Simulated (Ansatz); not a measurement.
`FC1(Br)BO1` + NH₃ → `NC1(F)BO1` + HBr at 298.15 K and 1 bar (substitution at a C–Br bond).

Calculated with Ansatz (gas phase, PBE0-D4/def2-TZVP geometries, no zero-point term in ΔE). CCSD(T)/CBS adds triple-zeta CCSD(T) − MP2 to the extrapolated MP2 energy (def2 sets, frozen cores). This one scheme is used for every species. For Br outer-core shells are correlated without core-valence functions, which leaves a few kJ/mol of doubt a bond. Scalar relativity is left out up to krypton. Each species was taken in one conformer, which may not be the lowest.

| species | CCSD(T)/CBS energy (Eh) | H − E (kJ/mol) | S (J/(mol·K)) |
| --- | --- | --- | --- |
| `FC1(Br)BO1` | -2811.70211 | 80.7 | 307.9 |
| NH₃ | -56.50880 | 100.5 | 192.4 |
| `NC1(F)BO1` | -294.30298 | 151.7 | 294.4 |
| HBr | -2573.91920 | 24.6 | 198.6 |

H − E and S are ideal-gas, rigid-rotor, harmonic terms from PBE0-D4/def2-TZVP, for one conformer and one mirror image of each species. 1 Eh = 2625.50 kJ/mol, R = 8.31446 J/(mol·K).

Q: By hand: ΔE, ΔH, ΔS and ΔG.

A: ΔE = (-294.30298) + (-2573.91920) − (-2811.70211) − (-56.50880) = -0.01127 Eh = -29.6 kJ/mol. Δ(H − E) = 151.7 + 24.6 − 80.7 − 100.5 = -4.9, so ΔH = -34.5 kJ/mol. ΔS = 294.4 + 198.6 − 307.9 − 192.4 = -7.3 J/(mol·K). ΔG = -34.5 − 298.15 × (-7.3)/1000 = -32.3 kJ/mol.

Q: By hand: the equilibrium constant, and the temperature at which ΔG would vanish if ΔH and ΔS stayed fixed.

A: log₁₀ K = −ΔG/(RT ln 10) = 5.7. ΔG = 0 at ΔH/ΔS = 4726 K, far beyond where these terms or the molecules hold.

The number of gas molecules stays the same, so ΔS is small and ΔH decides. A doubt of 5 kJ/mol in ΔE shifts log₁₀ K by 0.9 here. Other conformers and mirror images would add mixing entropy, several J/(mol·K) or more a flexible species. These are equilibria of isolated gas molecules and say nothing of rates. Largest T1 diagnostic: 0.015 (customary marks: 0.02 for closed shells, 0.045 for open ones).
